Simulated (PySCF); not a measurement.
**Pr(OH)3 relaxed at several levels**

Computed with PySCF 2.14.0, def2-SVP on the ligands, density fitting, scalar-relativistic core potentials, no spin-orbit coupling, vacuum. Each row is relaxed at its own level from the same template. Distances are means of the shortest metal–ligand contacts, charges and spins Mulliken's; removal energies are rigid, with the ligand's formal charge and no counterpoise, so too large; for an anion taken off a cation in vacuum most of it is the attraction of opposite charges, and multiply charged cations can part far more cheaply with an electron moved from ligand to metal. lcecp potentials hold a fixed number of 4f electrons in the core, out of states, spins and gaps.

```
level      basis on the metal  point group  M–OH (Å)  charge on M (e)  dipole (D)  removal of one OH (eV)  strongest infrared band, degenerate modes summed (cm⁻¹)  unstable modes (below −25 cm⁻¹)
 BP86  lcecp-1-SVP with ECP48          C3v     2.140             0.92        1.55                   10.75                                                      340                                0
```

(1) What does the calculation give for PBE0, lcecp-1-SVP with ECP48?

One start shape was tried for each, so a minimum needn't be the lowest isomer.

Results:

(1) point group: C3v, M–OH (Å): 2.132, charge on M (e): 1.13, dipole (D): 1.37, removal of one OH (eV): 10.72, strongest infrared band, degenerate modes summed (cm⁻¹): 365, unstable modes (below −25 cm⁻¹): 0.
```xyz
7

Pr    0.0000    0.0000   -0.3229
O     2.0955    0.0000    0.0689
H     3.0021    0.0000    0.3758
O    -1.0478    1.8148    0.0689
H    -1.5010    2.5999    0.3758
O    -1.0478   -1.8148    0.0689
H    -1.5010   -2.5999    0.3758
```
